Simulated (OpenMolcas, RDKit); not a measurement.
# How methods differ on CH4AlNO (SMILES C1[NH][AlH][O]1)

CH4AlNO: 8 atoms, total charge 0, spin state singlet. SMILES: `C1[NH][AlH][O]1`. The coordinates come from a PBE0-D4/def2-TZVP relaxation.

Quantity: the HOMO–LUMO gap, in eV. The values are calculated.

| level | kind | program | value (eV) | CPU time |
| --- | --- | --- | --- | --- |
| extended Hückel | semi-empirical | RDKit | 7.68 | under 2 s |
| HF/def2-SVPD | Hartree–Fock | OpenMolcas | 11.71 | 17 s |
| SVWN5/def2-SVPD | LDA | OpenMolcas | 4.40 | 35 s |
| BLYP/def2-SVPD | GGA | OpenMolcas | 4.41 | 50 s |
| revPBE/def2-SVPD | GGA | OpenMolcas | 4.47 | 49 s |
| M06-L/def2-SVPD | meta-GGA | OpenMolcas | 5.14 | 60 s |
| B3LYP/def2-SVPD | global hybrid | OpenMolcas | 6.03 | 45 s |
| B2PLYP/def2-SVPD | double hybrid | OpenMolcas | 8.62 | 37 s |

The values span 4.40 to 11.71 eV. Orbital gaps aren't excitation energies, and those of double hybrids come from the SCF part alone; they tend to grow with the share of exact exchange. CPU times are rough (shared hosts, several kinds of processor and program).
